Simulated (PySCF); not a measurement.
Molecule: `InChI=1S/C4H5BCl2/c1-2-3-4-5(6)7/h3H,1,4H2`.

Bonds (- single, = double, # triple, : aromatic): C1=C2 1.307 Å, C2=C3 1.310 Å, C3-C4 1.508 Å, C4-B5 1.571 Å, B5-Cl6 1.754 Å, B5-Cl7 1.750 Å. C1 carries H8, H9; C3 carries H10; C4 carries H11, H12.

Geometry PBE0-D3(BJ)/def2-SVP throughout; GIAO in PySCF 2.14, gas phase, one conformer, non-relativistic; equivalent atoms averaged; functional PBE0.

For orientation, def2-TZVP gives these shifts δ (against TMS, BF3·OEt2, HCl at the same level): C2 223.9, C3 89.5, C1 77.8, C4 32.5, B5 64.9, Cl6/Cl7 288.3, H8/H9 4.98, H10 5.17, H11/H12 2.23 ppm.

A run gave: C2 231.1, C3 91.0, C1 85.1, C4 33.1, B5 77.0, Cl6/Cl7 283.1, H8/H9 5.09, H10 4.71, H11/H12 2.03 ppm (shifts δ (against TMS, BF3·OEt2, HCl at the same level)).

Q: Which basis set was used in that run?
A. aug-cc-pVDZ
B. pcSseg-0
C. cc-pVDZ
D. 6-311+G(2d,p)
E. IGLO-III

A: B. C1 tells them apart best: pcSseg-0 gives 85.1, IGLO-III gives 79.8, aug-cc-pVDZ gives 74.2, 6-311+G(2d,p) gives 77.4, cc-pVDZ gives 75.3 ppm.
